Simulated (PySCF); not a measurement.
SMILES CCCC[OH2+] (C4H11O (cation, charge +1)), GFN2-xTB optimised geometry. Atoms within 1.6 Å of the plane z = 0.6 Å (x, y, z in Å): C1 (0.25, -1.37, 0.00), C2 (-0.29, 0.05, 0.00), C3 (0.29, 0.92, 1.13), H6 (-0.08, -1.89, -0.90), H7 (-0.10, -1.94, 0.85), H8 (1.34, -1.37, 0.00), H9 (-0.03, 0.53, -0.95), H10 (-1.38, 0.03, 0.08), H11 (1.38, 0.92, 1.04), H12 (-0.08, 1.94, 0.99).

Level of theory: PBE0/def2-TZVP (PySCF).

Map of the log10 of the electron density (e/bohr³), floored at −4 on the plane z = 0.6 Å:

```
|                           |
|                           |
|           .::..           |
|         .:----::.         |
|         :-=++==-:.        |
|        .-=+***+=-:..      |
|        :-+*#%#*+==-:.     |
|       .:=+#%%%#*++=-:     |
|      .:-=+#%%%%##*+=-.    |
|     .:-=+*#%@@%%%#*+-:    |
|    .:-=+**#%@@@%%%*+-:    |
|    .-=+*##%@@@@%%#*+-:    |
|    :-+*#%%%@@@%##*+=-.    |
|    :-+*#%%%@@%#**+=-:.    |
|    :-=*##%%%%%#*++=-:.    |
|    .:=+**##%%%#**+=-:.    |
|     :-=++*#%%%%##*+=-.    |
|     .:-=+*#%@@%%##*=-.    |
|      .:-=*#@@@%%##*=-.    |
|       .-=*%@@@%##*+=-.    |
|       .:=*#%@%#**+=-:     |
|        :-+*###*++=-:.     |
|        .-=++*++=-::.      |
|         .:-===--:.        |
|          .:::::.          |
|            ...            |
|                           |
```
Scale: ten equal steps from -4.00 (start of ' ') to -0.546 (end of '@'), in the order ' .:-=+*#%@'; x runs from -4.00 to 4.00, y from -4.00 (bottom) to 4.00 (top).
